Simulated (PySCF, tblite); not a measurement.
C₄H₁₀BF₂NSi.
Geometry (PBE0-D3(BJ)/def2-SVP, Å), atoms numbered from 1 in this order:
```xyz
19
C4H10BF2NSi angstrom
F      2.744    2.286    1.229
B      3.190    1.212    0.601
F      4.502    1.118    0.477
Si     2.000   -0.253   -0.153
N      0.333    0.070    0.168
C     -0.214    1.243    0.845
C     -1.670    0.868    1.103
C     -2.005   -0.019   -0.090
C     -0.727   -0.832   -0.266
H      2.452   -1.561    0.435
H      2.285   -0.373   -1.625
H     -0.157    2.150    0.211
H      0.325    1.474    1.777
H     -1.749    0.288    2.037
H     -2.324    1.747    1.198
H     -2.180    0.603   -0.984
H     -2.895   -0.647    0.060
H     -0.760   -1.751    0.355
H     -0.585   -1.161   -1.311
```

Jobs on this species (19 atoms, 78 electrons) with PySCF (density fitting) and tblite. Hardware of each: one thread of an Arm Neoverse N1, no GPU, on a shared host. Other jobs ran on the host; a repeat could differ by tens of per cent or more.

Question: Rank these jobs by wall time, shortest first.
A. PBE0/pcSseg-1, IEF-PCM acetonitrile; shieldings, ring-centre shieldings, charges and field gradients; 210 basis functions
B. CAM-B3LYP/def2-SVPD, IEF-PCM acetonitrile; 6 singlets by full TDDFT, polarisability; 270 basis functions
C. PBE0-D3(BJ)/def2-SVP, grid level 1; geometry optimisation from a GFN2-xTB start shaken at random; 180 basis functions
D. GFN2-xTB; L-BFGS relaxation

Answer: D (1.4 s), A (76 s), B (2.4 min), C (8.0 min).

All jobs:

```json
{"level and settings": "GFN2-xTB", "work": "Hessian by finite differences", "basis functions": "–", "SCF cycles": "–", "wall time": "1.3 s"}
{"level and settings": "GFN2-xTB", "work": "L-BFGS relaxation", "basis functions": "–", "SCF cycles": "–", "wall time": "1.4 s"}
{"level and settings": "PBE0/pcSseg-1, IEF-PCM methanol", "work": "shieldings, ring-centre shieldings", "basis functions": "210", "SCF cycles": "13", "wall time": "70 s"}
{"level and settings": "PBE0/pcSseg-1", "work": "shieldings, ring-centre shieldings, charges and field gradients", "basis functions": "210", "SCF cycles": "13", "wall time": "72 s"}
{"level and settings": "PBE0/pcSseg-1, IEF-PCM acetonitrile", "work": "shieldings, ring-centre shieldings, charges and field gradients", "basis functions": "210", "SCF cycles": "13", "wall time": "76 s"}
{"level and settings": "CAM-B3LYP/def2-SVPD, IEF-PCM acetonitrile", "work": "6 singlets by full TDDFT, polarisability", "basis functions": "270", "SCF cycles": "12", "wall time": "2.4 min"}
{"level and settings": "CAM-B3LYP/def2-SVPD", "work": "10 singlets by full TDDFT, 4 Tamm–Dancoff triplets, polarisability, ΔSCF ions", "basis functions": "270", "SCF cycles": "12", "wall time": "5.0 min"}
{"level and settings": "delta-SCF UKS SCAN, pcX-2 on the ionised atom, pcseg-1 elsewhere, spin-free X2C", "work": "ΔSCF core ionisation, 7 holes", "basis functions": "222", "SCF cycles": "248", "wall time": "7.5 min"}
{"level and settings": "PBE0-D3(BJ)/def2-SVP, grid level 1", "work": "geometry optimisation from a GFN2-xTB start shaken at random", "basis functions": "180", "SCF cycles": "111", "wall time": "8.0 min"}
```

What do all jobs in the table cost together?

About 27 min; the longest takes about 30 % of that, and about 370 times as long as the shortest.
